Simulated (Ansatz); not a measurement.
Coupled-cluster diagnostics for Al₅F₃⁺, Ansatz.

Geometry of the doublet (PBE-D4/def2-SVP):

```csv
atom,x (Å),y (Å),z (Å)
Al1,-0.6803,1.0975,-0.9836
Al2,0.4845,-1.2479,-1.9104
Al3,1.3400,2.4688,1.7779
Al4,0.5270,-1.0040,0.9365
Al5,-1.9848,-1.7392,-0.0741
F6,-1.0815,-2.2476,-1.6607
F7,0.2403,2.2222,0.1072
F8,1.1549,0.4501,1.8072
```

Correlated methods freeze 28 core orbitals. Another isomer (doublet) lies 0.06 eV lower at PBE0-D4/def2-TZVP; other spin states weren't run for this one.

Q: Estimate the CCSD(T) correlation energy, the shares of MP2 and (T), T1 and the reference's ⟨S²⟩ for: charge 1, doublet, own geometry in def2-SVP; and the rough time on 4 threads of Intel Xeon 6975P-C on a shared host.

A: 
| state | basis | correlation (eV) | MP2 share (%) | (T) share (%) | T1 | ⟨S²⟩ (pure) | wall time | remarks |
| --- | --- | --- | --- | --- | --- | --- | --- | --- |
| charge 1, doublet, own geometry | def2-SVP | -23.895 | 90.2 | 3.0 | 0.050 | 1.44 (0.75) | 27 s | large T1, spin-contaminated |
Customary marks for T1 are 0.02 (closed shells), 0.045 (open shells) and about 0.05 (3d metals). T1 exceeds 0.02 in 1 of 1 rows and 0.045 in 1; the higher it lies, the less the single-reference result can be trusted.
